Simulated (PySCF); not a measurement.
## How methods differ on the ionisation energy of Rh³⁺

Rh³⁺ [Kr] 4d6 [4d3/2^4 4d5/2^2, M_J = 4] → Rh⁴⁺ [Kr] 4d5 [4d3/2^4 4d5/2^1, M_J = 5/2], as a difference of total energies. Computed with PySCF 2.14 in x2c-QZVPPall-2c, with the two-component X2C-1e Hamiltonian. Correlated levels: [Ar] 3d10 frozen; the 32 highest virtual spinors dropped. "Screened" scales the spin-orbit matrix elements by Boettger's factors to mimic the two-electron term; Breit and QED terms are absent.

```json
{"method": "GHF (spin-free)", "ionisation energy (eV)": "42.664"}
{"method": "GMP2 (spin-free)", "ionisation energy (eV)": "44.149"}
{"method": "GHF (screened spin-orbit)", "ionisation energy (eV)": "42.834"}
{"method": "GMP2 (screened spin-orbit)", "ionisation energy (eV)": "44.330"}
```

Task: How much does correlation contribute at GMP2 (screened spin-orbit)?

Result: 44.330 − (42.834) = 1.496 eV, measured against GHF (screened spin-orbit).

The spin-free rows relax to the high-spin LS determinant and lack the spin-orbit shift.

The labels give the starting determinants; with spin-orbit coupling the two ends relaxed to ⟨J²⟩ = 20.01, ⟨L²⟩ = 6.10, ⟨S²⟩ = 5.96 and ⟨J²⟩ = 8.75, ⟨L²⟩ = 0.03, ⟨S²⟩ = 8.71.

For comparison: 42 ± 1.7 eV (theoretical estimate listed by NIST; NIST Atomic Spectra Database, ionization energies).
